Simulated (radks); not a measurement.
Results of a calculation; reference values are marked as such.
Species: Be III. Configuration: [He].

Level of theory: non-relativistic Kohn-Sham, PBE, spin-polarised, spherical densities, point nucleus (a radial shooting solver on a logarithmic mesh with Libxc functionals).

Energy parts (eV):
| part | energy |
|---|---|
| total | -370.607 |
| kinetic | 369.416 |
| electron-nucleus | -801.383 |
| Hartree | 123.248 |
| exchange-correlation | -61.889 |

Orbitals (lengths in bohr, moments of r in powers of bohr; r(90%) holds 90 % of the orbital's charge):
| orbital | occ. | eigenvalue (eV) | r(90%) |
|---|---|---|---|
| 1s | 2 | -132.2597 | 0.753 |

The highest occupied level is 1s at -132.26 eV. The density falls to 0.001 e/bohr^3 at r = 1.47 bohr. Summed over all electrons, <r^2> = 0.4742 bohr^2, which gives a Langevin (diamagnetic) susceptibility term of -0.376 x 10^-6 cm^3/mol. For comparison, the ionisation energy in NIST's Atomic Spectra Database is 153.90 eV (theoretical). In exact Kohn-Sham theory the highest level is minus the ionisation energy, but local and semilocal functionals leave it too shallow, through self-interaction and a potential that decays too fast; potentials with the right tail come closer. Virial ratio -V/T = 2.00323. The electron density at the nucleus is 34.72 e/bohr^3.
